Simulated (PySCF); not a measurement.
PySCF input file for B(F)(Cl)(NMe2) (C2H6BClFN), SMILES CN(C)B(F)Cl, B3LYP-D3(BJ)/def2-SVP. Geometry: B3LYP-D3(BJ)/def2-SVP. Other conformers were not sampled.

```python
import numpy as np
from pyscf import gto, scf, dft, df
from pyscf.hessian import thermo

mol = gto.M(
    atom='''
    B    -0.46294525    0.32010505    0.00000000
    F    -1.79725943    0.38434430    0.00000000
    Cl    0.41603107    1.87114100   -0.00000000
    N     0.18736909   -0.91598829   -0.00000000
    C    -0.56679981   -2.15993036   -0.00000000
    C     1.62704316   -1.09437212    0.00000000
    H    -0.32494506   -2.76616495   -0.89160875
    H    -0.32494507   -2.76616494    0.89160876
    H    -1.64380074   -1.95432823    0.00000000
    H     1.95211137   -1.66093867    0.89133316
    H     1.95211137   -1.66093867   -0.89133317
    H     2.13395721   -0.12275248   -0.00000000
    ''',
    basis='def2-SVP',
    charge=0,
    spin=0,
    max_memory=1600,
    verbose=3,
)
mf = dft.RKS(mol, xc='b3lyp').density_fit(auxbasis='def2-universal-jkfit')
mf.disp = 'd3bj'
mf.grids.level = 3
mf.conv_tol = 1e-11
mf.max_cycle = 100
mf.kernel()

# [left out here: the lines that compute and print the analytic Hessian (its translational invariance restored by hand, since the grid's response is missing), thermochemistry and intensities]
```

Program output:

```
converged SCF energy = -719.311026342984

WARN: DFTD3 does not support analytical Hessian, using finite difference


WARN: Mole.unit (angstrom) is changed to Bohr

Mode                                 0                   1                   2
Irrep
Freq [cm^-1]                      106.8785            157.4073            183.9498
Reduced mass [au]                   3.4086              1.2739              1.0499
Force const [Dyne/A]                0.0229              0.0186              0.0209
Char temp [K]                     153.7744            226.4740            264.6628
Normal mode                   x     y     z       x     y     z       x     y     z
       0   B                 0.00 -0.00  0.04   -0.00  0.00 -0.02   -0.00  0.00 -0.01
       1   F                 0.00 -0.00  0.11   -0.00  0.00  0.05   -0.00  0.00  0.00
       2  Cl                -0.00  0.00 -0.06    0.00 -0.00  0.01    0.00 -0.00  0.01
       3   N                 0.00  0.00  0.02   -0.00  0.00 -0.10   -0.00  0.00 -0.02
       4   C                -0.00  0.00 -0.14    0.00 -0.00 -0.02    0.00 -0.00  0.04
       5   C                 0.00 -0.00  0.11   -0.00  0.00  0.03   -0.00  0.00 -0.03
       6   H                 0.08  0.07 -0.17    0.18 -0.16  0.14    0.33 -0.23  0.29
       7   H                -0.08 -0.07 -0.17   -0.18  0.16  0.14   -0.33  0.23  0.29
       8   H                -0.00  0.00 -0.22    0.00 -0.00 -0.27    0.00 -0.00 -0.40
       9   H                -0.08 -0.11  0.07   -0.02  0.37  0.28   -0.04 -0.27 -0.19
      10   H                 0.08  0.11  0.07    0.02 -0.37  0.28    0.04  0.27 -0.19
      11   H                 0.00 -0.00  0.27   -0.00  0.00 -0.35   -0.00  0.00  0.28
Mode                                 3                   4                   5
Irrep
Freq [cm^-1]                      227.1837            279.1884            335.9675
Reduced mass [au]                   5.0197              2.1421              5.0089
[...]
      11   H                -0.00  0.00  0.20   -0.33  0.08 -0.00    0.00  0.00 -0.21
Mode                                15                  16                  17
Irrep
Freq [cm^-1]                     1238.9752           1288.5777           1433.8688
Reduced mass [au]                   5.0942              5.0752              1.1611
Force const [Dyne/A]                4.6073              4.9651              1.4065
Char temp [K]                    1782.6095           1853.9765           2063.0180
Normal mode                   x     y     z       x     y     z       x     y     z
       0   B                 0.09 -0.03  0.00    0.19  0.05  0.00    0.01  0.02  0.00
       1   F                -0.06  0.01 -0.00   -0.09 -0.00 -0.00   -0.01 -0.00  0.00
       2  Cl                -0.00 -0.00 -0.00   -0.01 -0.01  0.00   -0.00 -0.00  0.00
       3   N                 0.17  0.05 -0.00   -0.07 -0.11 -0.00    0.02 -0.01  0.00
       4   C                -0.09 -0.04  0.00    0.00  0.05  0.00    0.04  0.07 -0.00
       5   C                -0.10  0.01  0.00    0.03  0.06  0.00    0.07  0.00 -0.00
       6   H                 0.16  0.01  0.04    0.12  0.06  0.02   -0.25 -0.26  0.13
       7   H                 0.16  0.01 -0.04    0.12  0.06 -0.02   -0.25 -0.26 -0.13
       8   H                -0.12 -0.21 -0.00    0.01  0.04  0.00   -0.06 -0.42 -0.00
       9   H                -0.07  0.02  0.00   -0.09 -0.10 -0.06   -0.32 -0.09  0.07
      10   H                -0.07  0.02 -0.00   -0.09 -0.10  0.06   -0.32 -0.09 -0.07
      11   H                -0.10  0.01 -0.00    0.22 -0.04 -0.00   -0.34  0.21  0.00
Mode                                18                  19                  20
Irrep
Freq [cm^-1]                     1449.8187           1463.7246           1471.7611
Reduced mass [au]                   1.4088              1.0370              1.1592
Force const [Dyne/A]                1.7448              1.3090              1.4794
Char temp [K]                    2085.9663           2105.9738           2117.5365
Normal mode                   x     y     z       x     y     z       x     y     z
       0   B                -0.05  0.04 -0.00   -0.00  0.00  0.00   -0.06  0.05  0.00
       1   F                 0.01 -0.00  0.00    0.00  0.00 -0.00    0.02 -0.00  0.00
       2  Cl                 0.00  0.00  0.00    0.00 -0.00  0.00    0.00 -0.00  0.00
       3   N                 0.04 -0.06  0.00    0.00 -0.00 -0.00    0.02 -0.03  0.00
       4   C                 0.01  0.08  0.00    0.00  0.00 -0.04   -0.04 -0.01  0.00
       5   C                -0.09  0.04 -0.00   -0.00  0.00  0.03    0.02  0.04  0.00
       6   H                -0.08 -0.25  0.18    0.34  0.06  0.04    0.27 -0.10  0.14
       7   H                -0.08 -0.25 -0.18   -0.34 -0.06  0.04    0.27 -0.10 -0.14
       8   H                -0.05 -0.27 -0.00   -0.00 -0.00  0.50    0.03  0.35 -0.00
       9   H                 0.31 -0.06 -0.19   -0.26 -0.22 -0.03   -0.02 -0.37 -0.23
      10   H                 0.31 -0.06  0.19    0.26  0.22 -0.03   -0.02 -0.37  0.23
      11   H                 0.31 -0.18  0.00   -0.00  0.00 -0.48   -0.32  0.21 -0.00
Mode                                21                  22                  23
Irrep
Freq [cm^-1]                     1474.9463           1475.3125           1581.2015
Reduced mass [au]                   1.0393              1.0453              2.9051
Force const [Dyne/A]                1.3321              1.3405              4.2795
Char temp [K]                    2122.1193           2122.6462           2274.9968
Normal mode                   x     y     z       x     y     z       x     y     z
       0   B                -0.00  0.00 -0.00   -0.01  0.00  0.00    0.11 -0.13 -0.00
       1   F                 0.00 -0.00  0.00    0.01 -0.00 -0.00   -0.03  0.00  0.00
       2  Cl                 0.00  0.00  0.00    0.00  0.00 -0.00    0.00  0.00  0.00
       3   N                -0.00 -0.00  0.02   -0.01 -0.01 -0.00   -0.08  0.14  0.00
       4   C                -0.00  0.00  0.03   -0.03  0.02 -0.00    0.02 -0.01 -0.00
       5   C                 0.00 -0.00  0.03    0.01 -0.03 -0.00    0.00 -0.02 -0.00
       6   H                -0.33 -0.06 -0.03    0.24 -0.33  0.29   -0.05 -0.22  0.13
       7   H                 0.33  0.06 -0.03    0.24 -0.33 -0.29   -0.05 -0.22 -0.13
       8   H                 0.00  0.00 -0.48    0.03  0.30  0.00    0.04  0.09  0.00
       9   H                -0.27 -0.23 -0.03   -0.13  0.30  0.25    0.20 -0.10 -0.13
      10   H                 0.27  0.23 -0.03   -0.13  0.30 -0.25    0.20 -0.10  0.13
      11   H                 0.00 -0.00 -0.50    0.15 -0.10  0.00   -0.10  0.03  0.00
Mode                                24                  25                  26
Irrep
Freq [cm^-1]                     2999.8308           3005.9182           3057.4617
Reduced mass [au]                   1.0394              1.0406              1.1044
Force const [Dyne/A]                5.5111              5.5395              6.0826
Char temp [K]                    4316.0887           4324.8471           4399.0066
Normal mode                   x     y     z       x     y     z       x     y     z
       0   B                 0.00  0.00  0.00   -0.00  0.00  0.00    0.00 -0.00 -0.00
       1   F                 0.00 -0.00 -0.00    0.00 -0.00 -0.00   -0.00  0.00 -0.00
       2  Cl                -0.00  0.00 -0.00   -0.00 -0.00  0.00    0.00 -0.00  0.00
       3   N                 0.00  0.00  0.00    0.00 -0.00  0.00   -0.00  0.00  0.00
       4   C                -0.00  0.04  0.00    0.00 -0.04 -0.00    0.00  0.00 -0.05
       5   C                 0.03 -0.03 -0.00    0.03 -0.02 -0.00   -0.00  0.00 -0.07
       6   H                 0.10 -0.24 -0.37   -0.10  0.26  0.40   -0.09  0.22  0.31
       7   H                 0.10 -0.24  0.37   -0.10  0.26 -0.40    0.09 -0.22  0.31
       8   H                -0.19  0.04  0.00    0.20 -0.04 -0.00   -0.00  0.00 -0.01
       9   H                -0.13  0.24 -0.40   -0.13  0.23 -0.37    0.15 -0.29  0.44
      10   H                -0.13  0.24  0.40   -0.13  0.23  0.37   -0.15  0.29  0.44
      11   H                -0.09 -0.18 -0.00   -0.09 -0.17 -0.00    0.00  0.00 -0.01
Mode                                27                  28                  29
Irrep
Freq [cm^-1]                     3062.1706           3162.2934           3166.6493
Reduced mass [au]                   1.1057              1.0990              1.0982
Force const [Dyne/A]                6.1089              6.4752              6.4885
Char temp [K]                    4405.7817           4549.8361           4556.1033
Normal mode                   x     y     z       x     y     z       x     y     z
       0   B                 0.00 -0.00  0.00    0.00  0.00  0.00    0.00  0.00  0.00
       1   F                -0.00 -0.00 -0.00   -0.00 -0.00 -0.00    0.00 -0.00 -0.00
       2  Cl                -0.00  0.00  0.00   -0.00 -0.00  0.00   -0.00  0.00 -0.00
       3   N                -0.00 -0.00 -0.00   -0.00 -0.00  0.00   -0.00  0.00  0.00
       4   C                -0.00 -0.00  0.07    0.08 -0.03  0.00    0.01 -0.00 -0.00
       5   C                -0.00  0.00 -0.05   -0.00 -0.01 -0.00    0.03  0.08 -0.00
       6   H                 0.13 -0.30 -0.44   -0.03  0.09  0.15   -0.00  0.01  0.01
       7   H                -0.13  0.30 -0.44   -0.03  0.09 -0.15   -0.00  0.01 -0.01
       8   H                 0.00 -0.00  0.01   -0.89  0.18  0.00   -0.06  0.01 -0.00
       9   H                 0.11 -0.21  0.31   -0.00  0.00 -0.01    0.05 -0.08  0.15
      10   H                -0.11  0.21  0.31   -0.00  0.00  0.01    0.05 -0.08 -0.15
      11   H                 0.00  0.00 -0.01    0.03  0.05 -0.00   -0.42 -0.81 -0.00
temperature 298.1500 [K]
pressure 101325.00 [Pa]
Rotational constants [GHz] 4.07364 2.13698 1.42704
Symmetry number 1
Zero-point energy (ZPE) 0.09142 [Eh]   240016.136 [J/mol]
                           tot       elec      trans        rot        vib
Entropy [J/mol/K]       350.107      0.000    167.293    115.688     67.125
Cv [J/mol/K]            100.678      0.000     12.472     12.472     75.735
Cp [J/mol/K]            108.992      0.000     20.786     12.472     75.735
Internal energy [J/mol]                      3718.434   3718.434 251518.926
Internal energy [Eh]   -719.21240  -719.31103
Enthalpy [J/mol]                             6197.391   3718.434 251518.926
Enthalpy [Eh]          -719.21145
Gibbs free energy [J/mol]                  -43681.070 -30773.911 231505.462
Gibbs free energy [Eh] -719.25121
static polarisability / bohr^3: [[49.788  0.087 -0.   ]
 [ 0.093 62.591  0.   ]
 [ 0.    -0.    37.225]]
largest difference of analytic and finite-field dipole derivatives / e: 0.0009113707734451637
mode   freq/cm-1   IR/(km/mol)   Raman/(A^4/amu)   depolarisation
   1      106.88         0.151             0.009            0.750
   2      157.41         0.168             0.064            0.750
   3      183.95         0.000             0.312            0.750
   4      227.18         0.299             0.613            0.695
   5      279.19         2.468             0.036            0.750
   6      335.97         8.411             1.363            0.558
   7      405.71         0.276             1.376            0.298
   8      433.43         2.609             0.811            0.536
   9      584.95        26.428             1.123            0.750
  10      618.73        20.752             6.333            0.099
  11      948.60        21.963             2.959            0.619
  12     1084.15        11.852             5.194            0.742
  13     1116.08         0.008             2.266            0.750
  14     1135.79       199.996             6.067            0.362
  15     1177.04         1.867             0.205            0.750
  16     1238.98        26.585             0.379            0.663
  17     1288.58       238.963             1.083            0.518
  18     1433.87         7.443            10.080            0.661
  19     1449.82        66.110             9.595            0.235
  20     1463.72         0.073            31.631            0.750
  21     1471.76        36.495            36.110            0.636
  22     1474.95        16.250             0.605            0.750
  23     1475.31        13.503             4.623            0.750
  24     1581.20       304.420             5.640            0.301
  25     2999.83        29.921            15.815            0.747
  26     3005.92        85.395           295.283            0.019
  27     3057.46        67.209           179.597            0.750
  28     3062.17         1.736            21.568            0.750
  29     3162.29         4.461            57.420            0.606
  30     3166.65         3.870            41.005            0.603
max |gradient| / (hartree/bohr): 5.191024621330267e-05
APT charges: [ 1.3508 -0.6104 -0.4471 -0.8372  0.3472  0.3218 -0.0492 -0.0492  0.0278
 -0.0443 -0.0443  0.0341]
```

Self-consistency was reached.

Cost: around 8 core-minutes (rough).
